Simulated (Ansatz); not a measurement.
Born–Oppenheimer molecular dynamics of CH$_{6}$FNSi (10 atoms, charge 0, multiplicity 1). It starts from a relaxed structure.

All numbers below come from Ansatz, RKS r2SCAN-D4/def2-SVP.

- ensemble: NVT, Nosé–Hoover chain
- time step: 0.25 fs
- steps asked: 500
- set temperature: 200 K
- thermostat: time constant 300 fs, chain length 5
- seed: 36531

First frame:

```xyz
10
Properties=species:S:1:pos:R:3
Si 0.061 -0.039 -0.003
F 0.235 -0.224 1.617
N 1.556 0.090 -0.833
H 2.143 -0.725 -0.977
H 2.120 0.931 -0.763
H -0.666 1.248 -0.174
C -0.864 -1.534 -0.607
H -1.798 -1.675 -0.040
H -1.115 -1.447 -1.675
H -0.258 -2.446 -0.473
```

(1) How far do the bonds stretch over the last three quarters of this one trajectory? (Pairs bonded in most of those frames.)

Results:

(1) 
```
  bond  mean (Å)  spread (Å)  shortest  longest
Si1–F2     1.639       0.010      1.62     1.65
Si1–N3     1.717       0.023      1.68     1.76
Si1–H6     1.489       0.025      1.45     1.53
Si1–C7     1.864       0.021      1.83     1.90
 N3–H4     1.016       0.017      0.99     1.05
 N3–H5     1.017       0.018      0.99     1.05
 C7–H8     1.102       0.010      1.09     1.12
 C7–H9     1.103       0.018      1.07     1.14
C7–H10     1.104       0.018      1.07     1.14
```

Mean temperature of the second half: 104 K. The conserved energy stayed within 0.036 meV per atom of its start (net change 0.034 meV per atom), so the integration is sound. The mean temperature of the second half is 48 % below the set value. A run of 0.12 ps of so small a system gives no equilibrium averages.

Run time: 11 min on 4 threads of Arm Neoverse V1, with other jobs on the host, peak memory 0.15 GiB.
